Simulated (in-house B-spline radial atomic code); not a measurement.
Settings and results of a run for Ga III (Ga2+). Level of theory: scalar-relativistic (X2C) CAM-B3LYP, spin-polarised, spherical fractional occupations, exact exchange averaged over the configuration, Fermi nucleus of rms radius 3.9973 fm; calculated with an all-electron radial atomic-structure program (B-spline basis).

Command:
```bash
python run_scf.py task.json out
```
Settings (nuclear radius in fm, mass in u):
```
Z                31
configuration    [Ar] 3d10 4s1
hamiltonian      x2c
method           camb3lyp
spin_polarised   True
nucleus          fermi
rms_radius       3.9973
atomic_mass      68.92557
speed_of_light   137.035999084
exact_exchange   averaged over the configuration
```

Output (hartree, bohr):
```
 radial grid: 73 intervals, B-splines of order 8, outer radius 38.5185 bohr

 iter        energy (Eh)    residual
    1       -1941.663292    3.59e-01
    2       -1941.318789    2.67e-01
    3       -1943.017271    3.73e-02
    4       -1943.041956    7.27e-03
    5       -1943.040901    9.39e-03
    6       -1943.043179    1.59e-03
    7       -1943.043240    3.66e-05
    8       -1943.043240    7.82e-06
    9       -1943.043240    8.53e-07
   10       -1943.043240    7.54e-08

 total energy                     -1943.04324
 kinetic                            1981.4087
 electron-nucleus                  -4666.9142
 Hartree                             818.2015
 exact exchange                      -16.4866
 exchange-correlation                -59.2526

 orbital      occ     eigenvalue          <r>       <r^2>       <1/r>       r_max
 1s up      1.000      -378.0418    0.0482226  0.00314128      31.892     0.03136
 1s down    1.000      -378.0385    0.0482229  0.00314131     31.8918     0.03136
 2s up      1.000       -47.7520     0.217412   0.0558279     6.94696      0.1823
 2s down    1.000       -47.7496     0.217421   0.0558322     6.94657      0.1823
 2p up      3.000       -41.6572     0.190566   0.0445288     6.72454      0.1463
 2p down    3.000       -41.6557      0.19057   0.0445302     6.72442      0.1463
 3s up      1.000        -6.4908     0.651756    0.490638     2.19963      0.5645
 3s down    1.000        -6.4844      0.65187     0.49075     2.19886      0.5647
 3p up      3.000        -4.6379     0.679893    0.545517     2.03008      0.5672
 3p down    3.000        -4.6335      0.67905    0.543784     2.03172      0.5672
 3d up      5.000        -1.6255      0.79816    0.823331     1.65837      0.5339
 3d down    5.000        -1.6185      0.79303     0.81106     1.66517      0.5335
 4s up      1.000        -1.0737      2.07834     4.90808    0.626054       1.789
```

Run time, properties included: 1.2 s on 1 thread of Intel(R) Xeon(R) 6975P-C, with other jobs on the host.

One-electron X2C: radii and densities carry no picture-change correction, so inner-shell <1/r> comes out high (for 1s by about 2 % at Z = 33, 5 % at 54, 10 % at 75, 30 % at 118) and <r> low.
